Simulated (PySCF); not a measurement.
**Assignment exercise: C$_{11}$H$_{10}$O$_{3}$**

Geometry:
```
atom   x (Å)   y (Å)   z (Å)
  C1   4.113   0.404  -0.580
  O2   3.065   1.333  -0.502
  C3   1.820   0.889  -0.276
  C4   0.815   1.874  -0.199
  C5  -0.494   1.505   0.031
  C6  -0.863   0.154   0.192
  C7  -2.214  -0.307   0.437
  C8  -3.334   0.677   0.538
  C9  -2.427  -1.641   0.573
 C10  -1.364  -2.627   0.485
 O11  -1.483  -3.815   0.595
 O12  -0.097  -2.122   0.252
 C13   0.158  -0.808   0.111
 C14   1.489  -0.456  -0.120
 H15   5.030   0.979  -0.759
 H16   4.223  -0.165   0.359
 H17   3.966  -0.306  -1.412
 H18   1.102   2.918  -0.323
 H19  -1.262   2.278   0.089
 H20  -4.293   0.170   0.703
 H21  -3.164   1.379   1.370
 H22  -3.414   1.280  -0.381
 H23  -3.422  -2.049   0.759
 H24   2.224  -1.258  -0.171
```

Computational details: couplings computed with B3LYP/pcJ-1 (without the spin–dipole term), PBE0-D3(BJ)/def2-SVP geometry, shieldings: GIAO KT2/pcSseg-1, in PySCF (non-relativistic Hamiltonian, single conformer, equivalent nuclei averaged, no solvent model).

References, each an isolated molecule treated in the same way: ¹³C, ¹H vs TMS.

Question: Assign these signals to the numbered atoms. ¹³C{¹H} NMR (computed): δ 157.4, 152.3, 149.0, 143.6, 118.0, 108.8, 108.6, 108.0, 91.7, 54.7, 20.5.

Answer: 
157.4 → C3, aromatic carbon bearing oxygen: the electronegative substituent deshields the carbon that carries it
152.3 → C13, ring-fusion aromatic carbon
149.0 → C10, ring carbonyl carbon
143.6 → C7, unsaturated ring carbon
118.0 → C5, aromatic CH
108.8 → C9, unsaturated ring CH
108.6 → C6, ring-fusion aromatic carbon
108.0 → C4, aromatic CH: it is ortho or para to a lone-pair donor and shielded by resonance
91.7 → C14, aromatic CH
54.7 → C1, methyl carbon bonded to O: pulled downfield by the heteroatom
20.5 → C8, methyl carbon on an unsaturated ring: aliphatic region, no heteroatom directly attached

C9 and C6; C6 and C4 lie closer than the usual error of such a calculation, so a measured spectrum could show them in the other order.

Question: Assign these signals to the numbered atoms. ¹H NMR (300 MHz, computed): δ 7.02 (d, J = 9.8 Hz, 1H), 6.59 (dd, J = 9.8, 2.4 Hz, 1H), 6.30 (d, J = 2.4 Hz, 1H), 5.72 (q, J = 1.6 Hz, 1H), 3.77 (s, 3H), 2.23 (d, J = 1.6 Hz, 3H).

Answer: 
7.02 → H19, hydrogen on an aromatic CH: aromatic region
6.59 → H18, hydrogen on an aromatic CH
6.30 → H24, hydrogen on an aromatic CH
5.72 → H23, hydrogen on a unsaturated ring CH
3.77 → H15/H16/H17, hydrogen on a methyl carbon bonded to O: its carbon carries O, which withdraws density
2.23 → H20/H21/H22, hydrogen on a methyl carbon on an unsaturated ring

Multiplet labels drop couplings under 1 Hz and merge nearly equal ones. Unscaled 3J(H,H) at this level run about 10 % above measured values. Shifts are as computed. Against solution values, carbons near 30 ppm lie about +2 ppm off and those near 130 ppm about -5 ppm. Of 1211 compounds with measured shifts, 218 miss one by over three times the rms of a fit or turn the order of signals round; such compounds aren't used in these exercises.
